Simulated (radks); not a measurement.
Results of a calculation; reference values are marked as such.
All-electron atom: the chlorine ion Cl5+ in [Ne] 3s2.

Code: a radial shooting solver on a logarithmic mesh with Libxc functionals. Model: scalar-relativistic Kohn-Sham, PBE, spin-polarised, spherical densities, finite nucleus; Fermi nuclear charge, rms radius 3.3654 fm.

Energy parts (hartree):
total: -454.19528
kinetic: 456.41509
electron-nucleus: -1045.52627
Hartree: 160.71575
exchange-correlation: -25.79986

Orbitals (lengths in bohr, moments of r in powers of bohr; r(max) is where P^2 peaks):
| orbital | occ. | eigenvalue (hartree) | r(max) |
|---|---|---|---|
| 1s | 2 | -104.3630 | 0.05946 |
| 2s | 2 | -12.38252 | 0.3608 |
| 2p | 6 | -10.15522 | 0.3004 |
| 3s | 2 | -3.28607 | 1.179 |

The highest occupied level is 3s at -89.419 eV. Summed over all electrons, <r^2> = 5.607 bohr^2, which gives a Langevin (diamagnetic) susceptibility term of -4.44 x 10^-6 cm^3/mol. The electron density at the nucleus is 3621 e/bohr^3 (large components only).
